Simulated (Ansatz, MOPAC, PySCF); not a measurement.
Species: CBF$_{2}$O (charge 0, doublet). SMILES: O=[C]B(F)F
Coordinates optimised at B3LYP-D3(BJ)/def2-TZVP (Ansatz, an electronic-structure program):
```xyz
5

O     -2.0990     0.3341     0.3707
C     -0.9725     0.1548     0.1717
B      0.4853    -0.0773    -0.0857
F      1.2261     0.9057    -0.5875
F      1.0184    -1.2630     0.1912
```
Charge 0, spin multiplicity 2.

Unscaled harmonic wavenumbers (cm⁻¹) in rising order, each level at the stationary point that it reaches from this structure (no distance between atoms moves by over 0.3 Å); the order of modes can differ between levels, and a negative number is imaginary. B3LYP-D3(BJ)/def2-TZVP (PySCF, at the structure above): 133, 175, 408, 460, 584, 724, 1268, 1402, 2148.

AM1 (MOPAC): 141, 264, 445, 458, 648, 930, 1787, 2044, 2318. Zero-point energy 12.9 against 10.4 kcal/mol; where all levels lie over 400 cm⁻¹, the wavenumbers are on average 1.204 times those of B3LYP-D3(BJ)/def2-TZVP.

HF/6-31G* (Ansatz): -213, 199, 443, 514, 633, 777, 1351, 1541, 2358. Zero-point energy 11.2 against 10.4 kcal/mol; where all levels lie over 400 cm⁻¹, the wavenumbers are on average 1.089 times those of B3LYP-D3(BJ)/def2-TZVP. This level finds the structure a saddle point. The zero-point energy leaves imaginary modes out.
